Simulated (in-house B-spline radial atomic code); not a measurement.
Successive ionisation energies of lanthanum; each step leads to the configuration of the next row (after the last: [Ne] 3s2 3p5). NIST's values go from ground level to ground level; the uncertainty of those that are theory runs from under 0.1 % in few-electron ions to several per cent in heavy many-electron ones. Computed with a B-spline radial code for spherical atoms: non-relativistic Hartree-Fock, average of the configuration, point nuclei.

This level leaves out relativity, spin-orbit splitting included, which matters for heavy ions.

```tsv
ion	configuration	ionisation energy (eV)	tabulated value (eV)	tabulated kind	computed minus tabulated (eV)	highest orbital	largest mean radius (bohr)
La21+	[Ar] 3d10 4s2 4p6	694.0	696	tabulated theory	-2.0	4p	0.63846
La22+	[Ar] 3d10 4s2 4p5	729.7	731	tabulated theory	-1.3	4p	0.6324
La23+	[Ar] 3d10 4s2 4p4	765.8	770	tabulated theory	-4.2	4p	0.62686
La24+	[Ar] 3d10 4s2 4p3	802.4	806	tabulated theory	-3.6	4p	0.62144
La25+	[Ar] 3d10 4s2 4p2	839.5	865	tabulated theory	-25.5	4p	0.61615
La26+	[Ar] 3d10 4s2 4p1	877.0	906	tabulated theory	-29.0	4p	0.61097
La27+	[Ar] 3d10 4s2	?	?	tabulated theory	?	?	?
La28+	[Ar] 3d10 4s1	?	?	semi-empirical	?	?	?
La29+	[Ar] 3d10	1811.3	1800	tabulated theory	11.3	3d	0.29299
La30+	[Ar] 3d9	1899.6	1884	tabulated theory	15.6	3d	0.29101
La31+	[Ar] 3d8	1989.4	1974	tabulated theory	15.4	3d	0.28904
La32+	[Ar] 3d7	2080.8	2069	tabulated theory	11.8	3d	0.2871
La33+	[Ar] 3d6	2173.7	2162	tabulated theory	11.7	3d	0.28516
La34+	[Ar] 3d5	2268.1	2259	tabulated theory	9.1	3d	0.28325
La35+	[Ar] 3d4	2364.1	2377	tabulated theory	-12.9	3d	0.28135
La36+	[Ar] 3d3	2461.5	2473	tabulated theory	-11.5	3d	0.27947
La37+	[Ar] 3d2	2560.5	2577	tabulated theory	-16.5	3d	0.2776
La38+	[Ar] 3d1	?	?	tabulated theory	?	?	?
La39+	[Ne] 3s2 3p6	2929.5	2950	tabulated theory	-20.5	3p	0.27393
```

Fill in the row of La27+.

ionisation energy (eV): 962.4; tabulated value (eV): 995; computed minus tabulated (eV): -32.6; highest orbital: 4s; largest mean radius (bohr): 0.60403.

Fill in the row of La28+.

ionisation energy (eV): 1002.6; tabulated value (eV): 1039.09; computed minus tabulated (eV): -36.5; highest orbital: 4s; largest mean radius (bohr): 0.59919.

Fill in the row of La38+.

ionisation energy (eV): 2661.0; tabulated value (eV): 2674; computed minus tabulated (eV): -13.0; highest orbital: 3d; largest mean radius (bohr): 0.27576.

Where is the largest jump?

From La28+ to La29+, by a factor of 1.81 (1002.6 to 1811.3 eV); the highest orbital goes from 4s to 3d.
